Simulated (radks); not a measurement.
The numbers below are computed, except where a source is named.
Zr4+, 36 electrons, occupied as [Kr]. Code: a radial shooting solver on a logarithmic mesh with Libxc functionals. Model: non-relativistic Kohn-Sham, LB94 model potential, spin-polarised, spherical densities, point nucleus; relativity is left out, which matters for an element this heavy.

Normalised radial functions P(r) = r R(r), r in bohr:

r              3p       4s
0.002114   0.0031   0.0523
0.002731   0.0051   0.0658
0.003528   0.0084   0.0822
0.004593   0.0139   0.1024
0.005934   0.0226   0.1250
0.007665   0.0364   0.1498
0.009981   0.0589   0.1760
0.01289    0.0927   0.1987
0.01665    0.1434   0.2136
0.02151    0.2169   0.2132
0.02801    0.3224   0.1868
0.03618    0.4553   0.1260
0.04674    0.6106   0.0250
0.06086    0.7678  -0.1148
0.07862    0.8666  -0.2574
0.1016     0.8378  -0.3547
0.1322     0.5911  -0.3367
0.1708     0.1044  -0.1562
0.2207    -0.5564   0.1571
0.2873    -1.2114   0.4735
0.3712    -1.5700   0.5669
0.4794    -1.5150   0.3128
0.6243    -1.1031  -0.2443
0.8064    -0.6035  -0.7905
1.042     -0.2364  -1.0467
1.356     -0.0598  -0.9227
1.752     -0.0097  -0.5798
2.263     -0.0009  -0.2529
2.947     0.0000  -0.0677
3.807     0.0000  -0.0108

3p: eigenvalue -371.63 eV, 1 radial node at r = 0.178 bohr, <r> = 0.467 bohr, 90 % of the charge inside 0.705 bohr. 4s: eigenvalue -101.08 eV, 3 radial nodes at r = 0.0492, 0.196, 0.562 bohr, <r> = 1.21 bohr, 90 % of the charge inside 1.76 bohr.
